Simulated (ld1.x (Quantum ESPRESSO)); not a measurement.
# BP86 ultrasoft dataset for Os (Z = 76), scalar-relativistic all-electron reference.

```json
{"Element": "osmium (Os)", "Generator": "ld1.x (Quantum ESPRESSO) 7.5", "Type": "ultrasoft", "Functional": "BP86", "Relativity": "scalar-relativistic", "Frozen core": "[Xe] 4f14", "Valence charge": "8", "Reference configuration": "5d6 6s2 6p0", "Partial waves": "6s (bound): rcut 1.60, rcutus 2.20 bohr; 6s channel at 1.15 Ry: rcut 1.60, rcutus 2.20 bohr; 6p (bound, empty): rcut 3.25, rcutus 3.70 bohr; 6p channel at 1 Ry: rcut 3.25, rcutus 3.70 bohr; 5d (bound): rcut 2.30, rcutus 2.75 bohr; 5d channel at -0.15 Ry: rcut 2.30, rcutus 2.75 bohr", "Local potential": "all-electron potential smoothed inside 2.45 bohr (lloc = -1)", "Core correction": "a·sin(br)/r model core inside 1.50 bohr", "Augmentation charge": "PSQ, inside the norm-conserving radii"}
```

Poles of the logarithmic derivatives, all-electron (AE) and pseudo (PS). s: poles at -0.2, 3.1 (AE) and -0.2, 3.1 (PS) Ry. p: poles at 0.6, 4.1 (AE) and 0.6, 2.9, 4.9 (PS) Ry. d: poles at -0.4, 2.0 (AE) and -0.4, 2.0 (PS) Ry. Test radius 4.01 bohr.

- Cutoffs needed: 12 Ry and 21 Ry (the cutoffs (Ry, on a coarse ladder) from which the occupation-weighted sum of valence levels, in a spherical-Bessel basis at the reference potential, stays within 10 and 1 mRy of its value at 400 Ry)
- Ghost test: no extra level below or beside the all-electron valence levels (s, p, d, f tested) (spherical-Bessel basis up to 400 Ry, 20 bohr box)
- Configuration tests: test run stopped at test 4 of 7 (negative rho)
- Lowest eigenvalue of the overlap operator: 0.46 (p channel)
- Density cutoff estimated by the generator: 143 Ry
